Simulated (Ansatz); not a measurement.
GeMe2 (C₂H₆Ge), 9 atoms. Hardware: 4 threads of Arm Neoverse V2 on a shared host.

The 6-31G sets use Cartesian d functions. Correlated methods freeze 11 core orbitals; core or outer-core shells of Ge are correlated, in sets that lack core-valence functions.

Task: How many basis functions does each of these Ansatz runs have, and roughly what does it cost? LC-ωPBE (ω = 0.20 bohr⁻¹)/def2-TZVP, charge 1 doublet at the geometry of the charge 0 singlet, energy, from earlier orbitals; PBE0-D4/def2-TZVP, charge 1 doublet, energy, from earlier orbitals; HSE06-D4/def2-TZVP, charge 0 singlet, energy, from earlier orbitals; PBE0-D4/def2-SVP, charge 0 singlet, energy with a search over starts; BLYP-D4/def2-TZVP, charge 0 singlet, energy, from earlier orbitals; PBE-QIDH/def2-TZVP, charge 0 singlet, energy, from earlier orbitals; B3LYP-D4/6-31G, charge 0 singlet, energy; PBE0-D4/def2-SVP, charge 0 singlet, energy, from earlier orbitals; B2PLYP/def2-TZVP, charge 0 singlet, energy, from earlier orbitals; r2SCAN-D4/def2-TZVP, charge 0 triplet at the geometry of the charge 0 singlet, energy, from earlier orbitals; HF/6-31G, charge 0 singlet, energy; PBE-D4/def2-TZVP, charge 1 doublet, energy, from earlier orbitals.

Result: Other jobs shared the machine, so times can vary by a factor of up to 3. A dash marks memory too small to be measured apart from the calling script's.

```json
{"run": "HF/6-31G, charge 0 singlet, energy", "functions": "59", "fitting or Cholesky vectors": "696", "wall time": "0.25 s", "peak host memory (GiB)": "–"}
{"run": "B3LYP-D4/6-31G, charge 0 singlet, energy", "functions": "59", "fitting or Cholesky vectors": "696", "wall time": "0.6 s", "peak host memory (GiB)": "–"}
{"run": "PBE0-D4/def2-SVP, charge 0 singlet, energy, from earlier orbitals", "functions": "90", "fitting or Cholesky vectors": "922", "wall time": "0.8 s", "peak host memory (GiB)": "–"}
{"run": "BLYP-D4/def2-TZVP, charge 0 singlet, energy, from earlier orbitals", "functions": "146", "fitting or Cholesky vectors": "982", "wall time": "0.95 s", "peak host memory (GiB)": "–"}
{"run": "PBE0-D4/def2-SVP, charge 0 singlet, energy with a search over starts", "functions": "90", "fitting or Cholesky vectors": "922", "wall time": "1.1 s", "peak host memory (GiB)": "–"}
{"run": "HSE06-D4/def2-TZVP, charge 0 singlet, energy, from earlier orbitals", "functions": "146", "fitting or Cholesky vectors": "1025", "wall time": "1.4 s", "peak host memory (GiB)": "–"}
{"run": "PBE-D4/def2-TZVP, charge 1 doublet, energy, from earlier orbitals", "functions": "146", "fitting or Cholesky vectors": "982", "wall time": "1.6 s", "peak host memory (GiB)": "–"}
{"run": "B2PLYP/def2-TZVP, charge 0 singlet, energy, from earlier orbitals", "functions": "146", "fitting or Cholesky vectors": "1019", "wall time": "1.9 s", "peak host memory (GiB)": "–"}
{"run": "LC-ωPBE (ω = 0.20 bohr⁻¹)/def2-TZVP, charge 1 doublet at the geometry of the charge 0 singlet, energy, from earlier orbitals", "functions": "146", "fitting or Cholesky vectors": "982", "wall time": "1.9 s", "peak host memory (GiB)": "–"}
{"run": "PBE-QIDH/def2-TZVP, charge 0 singlet, energy, from earlier orbitals", "functions": "146", "fitting or Cholesky vectors": "1019", "wall time": "2 s", "peak host memory (GiB)": "–"}
{"run": "PBE0-D4/def2-TZVP, charge 1 doublet, energy, from earlier orbitals", "functions": "146", "fitting or Cholesky vectors": "1025", "wall time": "2 s", "peak host memory (GiB)": "–"}
{"run": "r2SCAN-D4/def2-TZVP, charge 0 triplet at the geometry of the charge 0 singlet, energy, from earlier orbitals", "functions": "146", "fitting or Cholesky vectors": "982", "wall time": "4.4 s", "peak host memory (GiB)": "–"}
```
